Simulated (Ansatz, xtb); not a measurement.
# Relative energy of two isomers of C4H4ClNO

Structure X is `Oc1c[nH]c(Cl)c1`, a singlet and structure Y is `Oc1c[nH]cc1Cl`, a singlet. Both are isolated molecules in the gas phase, relaxed with B3LYP/def2-SVP; the shapes shown needn't be the lowest conformers.

X (Å):

```xyz
11

C    -1.6754   -1.0147   -0.0783
C    -0.3943   -0.6975    0.3419
C    -0.9010   -2.7320    1.1379
C    -2.0061   -2.3085    0.4241
Cl   -0.6362   -4.2030    1.9994
N     0.0650   -1.7707    1.0907
O    -2.5298   -0.2783   -0.8362
H    -2.1100    0.5597   -1.0676
H     0.2179    0.1850    0.1741
H     0.9693   -1.8423    1.5367
H    -2.9360   -2.8496    0.2758
```

Y (Å):

```tsv
atom	x (Å)	y (Å)	z (Å)
C	-1.1480	-0.7520	0.0270
C	0.0708	-1.0620	0.6047
C	-1.3214	-2.7952	1.0233
C	-2.0205	-1.8483	0.2945
Cl	-3.6726	-1.9120	-0.2387
N	-0.0591	-2.3012	1.2006
O	-1.4487	0.3755	-0.6585
H	-2.3727	0.3095	-0.9422
H	0.9969	-0.4953	0.6293
H	0.6799	-2.7771	1.6992
H	-1.6377	-3.7587	1.4127
```

Quicker runs give these differences E(Y) − E(X): GFN2-xTB −0.66 kcal/mol; HF/STO-3G −2.58 kcal/mol (at GFN2-xTB geometries); r2SCAN-D4/def2-SVP −1.69 kcal/mol (at GFN2-xTB geometries).

Estimate E(Y) − E(X) at the level CCSD(T)/def2-SVP + ΔMP2/def2-TZVPP.

CCSD(T)/def2-SVP + ΔMP2/def2-TZVPP gives E(Y) − E(X) = −1.68 kcal/mol, slightly favouring structure Y, which is too small a margin to settle the true order.

Level by level:

```json
{"level": "GFN2-xTB", "geometry": "GFN2-xTB", "E(Y) − E(X) (kcal/mol)": "−0.66", "departure from the last row (kcal/mol)": "+1.01", "job, with rough time for the two": "optimisation, 0.42 s"}
{"level": "HF/STO-3G", "geometry": "GFN2-xTB", "E(Y) − E(X) (kcal/mol)": "−2.58", "departure from the last row (kcal/mol)": "−0.90", "job, with rough time for the two": "single point, 1.4 s"}
{"level": "r2SCAN-D4/def2-SVP", "geometry": "GFN2-xTB", "E(Y) − E(X) (kcal/mol)": "−1.69", "departure from the last row (kcal/mol)": "−0.02", "job, with rough time for the two": "single point, 8.7 s"}
{"level": "B3LYP/def2-SVP", "geometry": "B3LYP/def2-SVP", "E(Y) − E(X) (kcal/mol)": "−1.53", "departure from the last row (kcal/mol)": "+0.15", "job, with rough time for the two": "optimisation, 80 s"}
{"level": "HF/def2-SVP", "geometry": "B3LYP/def2-SVP", "E(Y) − E(X) (kcal/mol)": "−1.20", "departure from the last row (kcal/mol)": "+0.48", "job, with rough time for the two": "part of the CCSD(T) run"}
{"level": "MP2/def2-SVP", "geometry": "B3LYP/def2-SVP", "E(Y) − E(X) (kcal/mol)": "−1.50", "departure from the last row (kcal/mol)": "+0.18", "job, with rough time for the two": "part of the CCSD(T) run"}
{"level": "CCSD(T)/def2-SVP", "geometry": "B3LYP/def2-SVP", "E(Y) − E(X) (kcal/mol)": "−1.71", "departure from the last row (kcal/mol)": "−0.03", "job, with rough time for the two": "single point"}
{"level": "CCSD(T)/def2-SVP + ΔMP2/def2-TZVPP", "geometry": "B3LYP/def2-SVP", "E(Y) − E(X) (kcal/mol)": "−1.68", "departure from the last row (kcal/mol)": "", "job, with rough time for the two": "single point, 1.9 min"}
```

As drawn, both hold the same kinds of bond in the same numbers.

The largest departure from CCSD(T)/def2-SVP + ΔMP2/def2-TZVPP is that of GFN2-xTB, 1.01 kcal/mol. The last row adds to CCSD(T) the change of the MP2 difference between the two basis sets, here +0.03 kcal/mol.

With thermal terms from frequencies at re-optimised GFN2-xTB minima (ideal gas, soft modes damped towards free rotors, one conformer each, 298.15 K, 1 atm): on the last row, ΔE + ΔZPE = −1.58, ΔH = −1.61, ΔG = −1.57 kcal/mol.

The correlated steps freeze 11 core orbitals. Run with Ansatz 0.2.0, xtb 6.7.1; the last row on 2 threads of Intel(R) Xeon(R) Processor @ 2.50GHz (Skylake/Cascade Lake) on a shared host.
